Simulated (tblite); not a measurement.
Species: C6H5O3 (doublet state).
SMILES with atom numbers: `[CH3:1][O:2][c:3]1[cH:4][c:5][cH:6][o:7][c:8]1=[O:9]` (hydrogens: H10, H11, H12 on C1; H13 on C4; H14 on C6)

Structure optimised with GFN2-xTB, isolated species. This method treats the open shell by occupation alone, without spin polarisation.

Problem. What internal coordinates does the optimisation give?

Solution. 
| bond | length (Å) | order |
| --- | --- | --- |
| C1–O2 | 1.409 | single |
| O2–C3 | 1.342 | single |
| C3=C4 | 1.367 | double |
| C4–C5 | 1.396 | single |
| C5=C6 | 1.326 | double |
| C6–O7 | 1.364 | single |
| O7–C8 | 1.358 | single |
| C8=O9 | 1.204 | double |
| C3–C8 | 1.481 | single |
| C1–H10, C1–H11, C1–H12 | 1.093 | single |
| C4–H13 | 1.079 | single |
| C6–H14 | 1.076 | single |

Bonds in one row agree within 0.01 Å and their mean is given. Orders are formal, as drawn. A selection of angles:
| angle | degrees |
| --- | --- |
| C1–O2–C3 | 118.7 |
| O2–C3–C4 | 126.7 |
| O2–C3–C8 | 113.1 |
| C4–C3–C8 | 120.1 |
| C3–C4–C5 | 117.0 |
| C4–C5–C6 | 124.1 |
| C5–C6–O7 | 119.4 |
| C6–O7–C8 | 122.6 |
| O7–C8–O9 | 119.2 |
| C3–C8–O7 | 116.8 |
| C3–C8–O9 | 124.0 |

Dihedral angles: C1–O2–C3–C4 -1° (synperiplanar); O2–C3–C4–C5 180° (antiperiplanar); C3–C4–C5–C6 0° (synperiplanar); C4–C5–C6–O7 1° (synperiplanar); C5–C6–O7–C8 -1° (synperiplanar); C6–O7–C8–O9 180° (antiperiplanar); O2–C3–C8–O7 180° (antiperiplanar).

C3 (carbon bonded to 2 C and O) is planar (angles 126.7°, 120.1° and 113.1°, sum 360.0°, 0.00 Å off the plane of its three neighbours). The C–C distances run from 1.326 Å (C5=C6, drawn double) to 1.481 Å (C3–C8, drawn single), a spread of 0.155 Å. C6 (carbon bonded to C, O and H) is planar (angles 127.8°, 119.4° and 112.9°, sum 360.0°, 0.00 Å off the plane of its three neighbours). C5 (carbon bonded to 2 C) is bent (angle 124.1°). The C–O distances run from 1.204 Å (C8=O9, drawn double) to 1.409 Å (C1–O2, drawn single), a spread of 0.205 Å. C8 (carbon bonded to C and 2 O) is planar (angles 124.0°, 119.2° and 116.8°, sum 360.0°, 0.00 Å off the plane of its three neighbours). C4 (carbon bonded to 2 C and H) is planar (angles 122.1°, 120.8° and 117.0°, sum 360.0°, 0.00 Å off the plane of its three neighbours).

Its GFN2-xTB frequencies are all real (lowest 74 cm⁻¹).

One conformer stands for the species.

The numbers are calculated, not measured.
